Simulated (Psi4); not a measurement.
HO (SMILES [OH]), doublet, geometry from GFN2-xTB, with bond 2-1 at 1.5 times its length; HF/pcseg-1 in Psi4.

Input for Psi4:
```
memory 2 GB

molecule mol {
0 2
  O    -0.000000   -0.000000   -0.107036
  H     0.000000    0.000000    1.337952
}

set basis pcseg-1
set reference uhf
set stability_analysis follow
set scf_type pk

energy('scf')
print_variables()
```

It wrote (shortened):

```
   => Loading Basis Set <=

    Name: PCSEG-1
    Role: ORBITAL
    Keyword: BASIS

         ---------------------------------------------------------
                                   SCF
               by Justin Turney, Rob Parrish, Andy Simmonett
                          and Daniel G. A. Smith
                              UHF Reference
         ---------------------------------------------------------

  ==> Geometry <==

    Molecular point group: c2v
    Full point group: C_inf_v

    Geometry (in Angstrom), charge = 0, multiplicity = 2:

       Center              X                  Y                   Z               Mass
    ------------   -----------------  -----------------  -----------------  -----------------
         O            0.000000000000     0.000000000000    -0.085650613224    15.994914619570
         H            0.000000000000     0.000000000000     1.359337386776     1.007825032230

  Running in c2v symmetry.

  Rotational constants: A = ************  B =      8.51569  C =      8.51569 [cm^-1]
  Rotational constants: A = ************  B = 255293.96943  C = 255293.96943 [MHz]
  Nuclear repulsion =    2.929725150215780

  Charge       = 0
  Multiplicity = 2
  Electrons    = 9
  Nalpha       = 5
  Nbeta        = 4

  ==> Algorithm <==

  SCF Algorithm Type is PK.
  DIIS enabled.
  MOM disabled.
  Fractional occupation disabled.
  Guess Type is SAD.
  Energy threshold   = 1.00e-06
  Density threshold  = 1.00e-06
  Integral threshold = 1.00e-12

  ==> Primary Basis <==

  Basis Set: PCSEG-1
    Blend: PCSEG-1
    Number of shells: 9
    Number of basis functions: 19
    Number of Cartesian functions: 20
    Spherical Harmonics?: true
    Max angular momentum: 2

  ==> Integral Setup <==

  Using in-core PK algorithm.
   Calculation information:
      Number of atoms:                   2
      Number of AO shells:               9
      Number of primitives:             18
      Number of atomic orbitals:        20
      Number of basis functions:        19

      Integral cutoff                 1.00e-12
      Number of threads:                 1

  Performing in-core PK
  Using 36290 doubles for integral storage.
  We computed 1035 shell quartets total.
  Whereas there are 1035 unique shell quartets.

  ==> DiskJK: Disk-Based J/K Matrices <==

    J tasked:                  Yes
    K tasked:                  Yes
    wK tasked:                  No
    Schwarz Cutoff:          1E-12

  Minimum eigenvalue in the overlap matrix is 1.2987407163E-01.
  Reciprocal condition number of the overlap matrix is 5.1731796178E-02.
    Using symmetric orthogonalization.

  ==> Pre-Iterations <==

  SCF Guess: Superposition of Atomic Densities via on-the-fly atomic UHF (no occupation information).

   -------------------------
    Irrep   Nso     Nmo
   -------------------------
     A1        10      10
     A2         1       1
     B1         4       4
     B2         4       4
   -------------------------
    Total      19      19
   -------------------------

  ==> Iterations <==

                        Total Energy        Delta E     RMS |[F,P]|

   @UHF iter SAD:   -74.37880725538054   -7.43788e+01   0.00000e+00
   @UHF iter   1:   -75.22320799511924   -8.44401e-01   2.07357e-02 ADIIS/DIIS
   @UHF iter   2:   -75.25844486595545   -3.52369e-02   1.38670e-02 ADIIS/DIIS
   @UHF iter   3:   -75.26844744170697   -1.00026e-02   3.09127e-03 ADIIS/DIIS
   @UHF iter   4:   -75.27050794697652   -2.06051e-03   1.73964e-03 ADIIS/DIIS
   @UHF iter   5:   -75.27154348512983   -1.03554e-03   1.51650e-03 ADIIS/DIIS
   @UHF iter   6:   -75.27201675290608   -4.73268e-04   1.56909e-03 ADIIS/DIIS
   @UHF iter   7:   -75.26715337574782    4.86338e-03   8.71926e-04 ADIIS/DIIS
   @UHF iter   8:   -75.26699157687217    1.61799e-04   4.03787e-04 ADIIS/DIIS
   @UHF iter   9:   -75.26681083376386    1.80743e-04   1.68964e-04 ADIIS/DIIS
   @UHF iter  10:   -75.26672936754059    8.14662e-05   1.77560e-04 ADIIS/DIIS
[...]
   @UHF iter  70:   -75.26688048105756   -1.18647e-04   1.59619e-04 ADIIS/DIIS
   @UHF iter  71:   -75.26676924416290    1.11237e-04   1.18837e-04 ADIIS/DIIS
   @UHF iter  72:   -75.26678432448097   -1.50803e-05   1.19917e-04 ADIIS/DIIS
   @UHF iter  73:   -75.26678345451022    8.69971e-07   1.19813e-04 ADIIS/DIIS
   @UHF iter  74:   -75.26682512734332   -4.16728e-05   1.31356e-04 ADIIS/DIIS
   @UHF iter  75:   -75.26677815091007    4.69764e-05   1.19422e-04 ADIIS/DIIS
   @UHF iter  76:   -75.26675399201440    2.41589e-05   1.19845e-04 ADIIS/DIIS
   @UHF iter  77:   -75.26676094620990   -6.95420e-06   1.19230e-04 ADIIS/DIIS
   @UHF iter  78:   -75.26681547252787   -5.45263e-05   1.27714e-04 ADIIS/DIIS
   @UHF iter  79:   -75.26680263253481    1.28400e-05   1.23769e-04 ADIIS/DIIS
   @UHF iter  80:   -75.26680825120707   -5.61867e-06   1.25391e-04 ADIIS/DIIS
   @UHF iter  81:   -75.26682440536212   -1.61542e-05   1.31165e-04 ADIIS/DIIS
   @UHF iter  82:   -75.26683005909817   -5.65374e-06   1.33555e-04 ADIIS/DIIS
   @UHF iter  83:   -75.26683041883948   -3.59741e-07   1.33709e-04 ADIIS/DIIS
   @UHF iter  84:   -75.26683445796617   -4.03913e-06   1.35500e-04 ADIIS/DIIS
   @UHF iter  85:   -75.26683448046683   -2.25007e-08   1.35503e-04 ADIIS/DIIS
   @UHF iter  86:   -75.26691627670597   -8.17962e-05   1.82539e-04 ADIIS/DIIS
   @UHF iter  87:   -75.26700671590780   -9.04392e-05   2.43522e-04 ADIIS/DIIS
   @UHF iter  88:   -75.26761889531180   -6.12179e-04   6.07154e-04 ADIIS/DIIS
   @UHF iter  89:   -75.26694384566379    6.75050e-04   2.01069e-04 ADIIS/DIIS
   @UHF iter  90:   -75.26684340796284    1.00438e-04   1.39338e-04 ADIIS/DIIS
   @UHF iter  91:   -75.26673292785404    1.10480e-04   1.23391e-04 ADIIS/DIIS
   @UHF iter  92:   -75.26686634897030   -1.33421e-04   1.51693e-04 ADIIS/DIIS
   @UHF iter  93:   -75.26683882722730    2.75217e-05   1.37385e-04 ADIIS/DIIS
   @UHF iter  94:   -75.26684305401456   -4.22679e-06   1.39318e-04 ADIIS/DIIS
   @UHF iter  95:   -75.26680425841194    3.87956e-05   1.23983e-04 ADIIS/DIIS
   @UHF iter  96:   -75.26683859157610   -3.43332e-05   1.37079e-04 ADIIS/DIIS
   @UHF iter  97:   -75.26682744489206    1.11467e-05   1.32259e-04 ADIIS/DIIS
   @UHF iter  98:   -75.26684860948330   -2.11646e-05   1.42423e-04 ADIIS/DIIS
   @UHF iter  99:   -75.26697740554698   -1.28796e-04   2.23984e-04 ADIIS/DIIS
   @UHF iter 100:   -75.26709888850235   -1.21483e-04   3.05187e-04 ADIIS/DIIS

PsiException: Could not converge SCF iterations in 100 iterations.

  Failed to converge.

Traceback (most recent call last):
  File "psi4", line 375, in <module>
  File "<string>", line 25, in <module>
  File "site-packages/psi4/driver/driver.py", line 533, in energy
  File "site-packages/psi4/driver/procrouting/proc.py", line 2760, in run_scf
  File "site-packages/psi4/driver/procrouting/proc.py", line 2047, in scf_helper
  File "site-packages/psi4/driver/procrouting/scf_proc/scf_iterator.py", line 93, in scf_compute_energy
  File "site-packages/psi4/driver/procrouting/scf_proc/scf_iterator.py", line 86, in scf_compute_energy
  File "site-packages/psi4/driver/procrouting/scf_proc/scf_iterator.py", line 609, in scf_iterate

psi4.driver.p4util.exceptions.SCFConvergenceError: Could not converge SCF iterations in 100 iterations.

Printing out the relevant lines from the Psithon --> Python processed input file:
    core.IO.set_default_namespace("mol")
    core.set_global_option("BASIS", "pcseg-1")
    core.set_global_option("REFERENCE", "uhf")
    core.set_global_option("STABILITY_ANALYSIS", "follow")
    core.set_global_option("SCF_TYPE", "pk")
--> energy('scf')
    print_variables()

!-------------------------------------------------------!
!                                                       !
!  Could not converge SCF iterations in 100 iterations. !
!                                                       !
!-------------------------------------------------------!
```

The run did not converge; its last values are not results.
